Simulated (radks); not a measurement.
Values are calculated unless marked as measured or tabulated.
Task: Rh II, configuration [Kr] 4d8. Code: a radial shooting solver on a logarithmic mesh with Libxc functionals. Model: Dirac Kohn-Sham, PBE, spin-unpolarised, spherical densities, point nucleus; open shells are shared between the two j in proportion to 2j + 1; speed of light set to 411.108 atomic units (3 times the physical value, a model run).

Spin-orbit splittings of the eigenvalues, e(l+1/2) - e(l-1/2), with zeta = 2 splitting/(2l+1) and mean radii in bohr:

shell  occ.  splitting (eV)  zeta (eV)  <r> j=l-1/2  <r> j=l+1/2
2p        6           15.15      10.10       0.1253       0.1259
3p        6           2.591      1.727       0.3945       0.3956
3d       10          0.5473     0.2189       0.3698       0.3702
4p        6               ?          ?        1.092        1.095
4d        8         0.04536    0.01815        1.530        1.532

Estimate the 4p splitting.

Result: 0.4033 eV (zeta = 0.2689 eV).
